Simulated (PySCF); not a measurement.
Isomers of C8H11Si (doublet state). Level of theory: PySCF 2.14.0, PBE0-D3(BJ)/def2-SVP geometry optimisation, gas phase. Energies are electronic, without zero-point or thermal terms, for one conformer each. No frequencies were run at this level. Point groups hold within 0.08 Å. The open-shell SCF solutions weren't tested for stability.

Question: Order them by energy at this level, lowest first, and give relative energies in kJ/mol.
A. `[H]/[C:1]=[CH:2]/[Si:3]([CH:4]=[CH2:5])([CH:6]=[CH2:7])[CH:8]=[CH2:9]` (doublet state) with C1–C2–Si3–C4 -116°, C2–Si3–C4–C5 -132°, C2–Si3–C6–C7 -135°, C2–Si3–C8–C9 -139°
B. `[CH2:1]=[C:2][Si:3]([CH:4]=[CH2:5])([CH:6]=[CH2:7])[CH:8]=[CH2:9]` (doublet state) with C2–Si3–C4–C5 109°, C2–Si3–C6–C7 3°, C2–Si3–C8–C9 -109°

Answer: B (0.0), A (22.8).

Both arise from one parent by loss of a hydrogen atom (C=[C][Si](C=C)(C=C)C=C: H removed from sp2 C; [H]/[C]=C/[Si](C=C)(C=C)C=C: H removed from sp2 C), so the differences are those of the electronic X–H dissociation energies at this level.

```json
{"SMILES": "C=[C][Si](C=C)(C=C)C=C", "E (Eh)": "-600.00675", "E rel (kJ/mol)": "0.0", "dipole (D)": "0.41", "point group": "near Cs", "A, B, C (MHz)": "1173, 1146, 997.1", "⟨S²⟩": "0.763"}
{"SMILES": "[H]/[C]=C/[Si](C=C)(C=C)C=C", "E (Eh)": "-599.99807", "E rel (kJ/mol)": "22.8", "dipole (D)": "0.44", "point group": "C1", "A, B, C (MHz)": "1348, 1071, 1063", "⟨S²⟩": "0.765"}
```

Q: How do the relative energies change in single points at B3LYP/IGLO-III on C Si, pcH-1 on H (no added dispersion term) on the same geometries?

A: 
| SMILES | PBE0-D3(BJ)/def2-SVP (kJ/mol) | B3LYP/IGLO-III on C Si, pcH-1 on H (kJ/mol) | shift |
| --- | --- | --- | --- |
| C=[C][Si](C=C)(C=C)C=C | 0.0 | 0.0 | 0.0 |
| [H]/[C]=C/[Si](C=C)(C=C)C=C | 22.8 | 29.8 | +7.0 |

Each column counts from its own lowest isomer. The order is unchanged; the largest shift is 7.0 kJ/mol.
